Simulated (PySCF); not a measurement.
[KBr2]-, singlet: structure and spectrum

These are results of PBE0 in PySCF with K def2-SVPD, Br def2-SVPD; no relativity; density-fitted integrals, not measurements.

The structure is a minimum.

Z-matrix (Å, degrees; charge -1 multiplicity 1):
```
K
Br 1 3.0322
Br 1 3.0322 2 180.00
```

```json
{"Point group": "D∞h", "Bond lengths": "K–Br 3.032 Å (×2)", "Bond angles": "Br–K–Br 180.0°", "Dipole moment about the centre of mass": "0.00 D", "Entropy at 298.15 K and 1 bar": "330.0 J/(mol K)", "Rotational symmetry number": "2", "Principal polarisabilities": "79.5, 79.5, 97.9 bohr³", "Enthalpy at 298.15 K above 0 K": "16.68 kJ/mol", "Lowest empty level": "2.22 eV", "Highest occupied level": "-2.92 eV", "Principal quadrupole moments (Buckingham, traceless) about the centre of mass": "-73.23, 36.61, 36.61 D Å", "Zero-point energy": "2.2 kJ/mol", "Rotational constants": "0.01162 cm⁻¹", "Heat capacity Cp at 298.15 K": "61.6 J/(mol K)"}
```

Harmonic modes (masses in u: K 38.964, Br 78.918):
```tsv
symmetry	ω (cm⁻¹)	IR (km/mol, summed over degenerate members)
πu	32	47.4
σg+	97	0.0
σu+	199	55.9
```

In D∞h the vibrations span πu + σg+ + σu+. The σg+ mode carries no infrared intensity, as symmetry demands. With a centre of inversion only u modes can be infrared active and only g modes Raman active.

Charges (e); Mulliken and Löwdin values are unreliable with diffuse functions:
```tsv
atom	Mulliken	Löwdin	polar tensor	Mayer order to K1
K1	0.96	0.56	0.83	–
Br2,3	-0.98	-0.78	-0.91	0.03
```

Mulliken populations on K1: s 5.98, p 11.99, d 0.07.

Counting electrons, potassium keeps none of its valence electrons outside its bonds, so the VSEPR class is AX2 and the expected shape is linear (D∞h), as computed.

Only a few start shapes were tried, so a lower isomer may exist. The lowest empty level of this anion is unbound, so it and the gap depend on the basis.

The final relaxation and frequency run took 20 s on 4 threads of a shared Arm Neoverse V2 host, with 109 basis functions and 8 gradients; the process peaked at 0.93 GiB.
